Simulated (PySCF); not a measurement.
Precursor series Zr Cl-NH2. Gas-phase values, no solvent. One relaxed conformer stands for each flexible species; it need not be the lowest.

These are PBE-D3(BJ)/def2-TZVP // TPSS-D3(BJ)/def2-SVP (PySCF 2.14.0) values and carry that method's errors. All candidates: neutral, multiplicity 1. 

```
Property          Value
-------------  --------
HOMO           -5.34 eV
HOMO–LUMO gap   4.46 eV
LUMO           -0.88 eV
```

Name which member has these values.
A. [Zr(Cl)3(NH2)]
B. [Zr(Cl)2(NH2)2]
C. [Zr(Cl)4]
D. [Zr(NH2)4]

D, [Zr(NH2)4]. The others give [Zr(Cl)4]: -8.34 eV, 4.77 eV, -3.57 eV; [Zr(Cl)2(NH2)2]: -6.41 eV, 3.75 eV, -2.66 eV; [Zr(Cl)3(NH2)]: -7.02 eV, 3.89 eV, -3.12 eV
